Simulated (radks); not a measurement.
Question: Valence configurations of Pb II. Calculated with a radial shooting solver on a logarithmic mesh with Libxc functionals: Dirac Kohn-Sham, PBE, spin-unpolarised, spherical densities, point nucleus; open shells fill j = l - 1/2 first. Order these by energy: [Hg] 6p1; [Xe] 4f14 5d10 6p3; [Xe] 4f13 5d10 6p4; [Xe] 4f12 5d10 6s2 6p3; [Xe] 4f12.5 5d10 6p4.5; [Xe] 4f14 5d9 6s1 6p3; [Xe] 4f13 5d10 6s2 6p2; [Xe] 4f14 5d9 6s2 6p2; [Xe] 4f14 5d10 6s0.5 6p2.5; [Xe] 4f14 5d10 6s1 6p2.

Answer: From the lowest, in eV above it: [Hg] 6p1 0.000; [Xe] 4f14 5d10 6s1 6p2 7.988; [Xe] 4f14 5d10 6s0.5 6p2.5 13.022; [Xe] 4f14 5d9 6s2 6p2 17.657; [Xe] 4f14 5d10 6p3 18.146; [Xe] 4f14 5d9 6s1 6p3 28.419; [Xe] 4f13 5d10 6s2 6p2 135.13; [Xe] 4f13 5d10 6p4 157.34; [Xe] 4f12.5 5d10 6p4.5 233.81; [Xe] 4f12 5d10 6s2 6p3 290.53. NIST lists [Hg] 6p1 as the ground configuration; this level of theory agrees among the configurations tried. The energies are those of spherical spin-averaged densities, not of single terms.
